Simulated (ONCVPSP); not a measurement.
**fluorine (F): excitation energies, all-electron against ONCV**

- Element: F (Z = 9)
- Generator: ONCVPSP 4.0.1
- Type: optimised norm-conserving Vanderbilt (ONCV)
- Functional: PBEsol
- Relativity: scalar-relativistic
- Frozen core: [He]
- Valence charge: 7
- Reference configuration: 2s2 2p4.5 (charge +0.5)
- Partial waves: 2s: rc 0.85 bohr, ncon 5, nbas 9, qcut 7.9 1/bohr, local; 2p: rc 1.35 bohr, ncon 4, nbas 9, qcut 9.1 1/bohr, 2 projectors, debl 1.3 Ha; d scattering state at 0.4 Ha: rc 1.25 bohr, ncon 4, nbas 8, qcut 6.5 1/bohr, 2 projectors, debl 1.7 Ha
- Local potential: the s channel
- Core correction: none

Energies are relative to the spin-unpolarised reference configuration 2s2 2p4.5; without spin polarisation the order of configurations can differ from experiment.

| valence configuration | charge | ΔE all-electron (eV) | error AE − PS (meV) |
| --- | --- | --- | --- |
| 2s2 2p3 | +2 | 50.085 | +196 |
| 2s1 2p6 | 0 | 11.186 | +67 |

Question: What are ΔE and the potential's error for 2s2 2p5?

Answer: ΔE = -7.510 eV all-electron; the error (AE − PS) is +6.7 meV.

Question: What are ΔE and the potential's error for 2s2 2p4?

Answer: ΔE = 11.807 eV all-electron; the error (AE − PS) is +12 meV.

Levels in the configuration 2s1 2p6:

| level | all-electron (eV) | pseudo (eV) |
| --- | --- | --- |
| 2s | -30.206 | -30.184 |
| 2p | -11.484 | -11.546 |
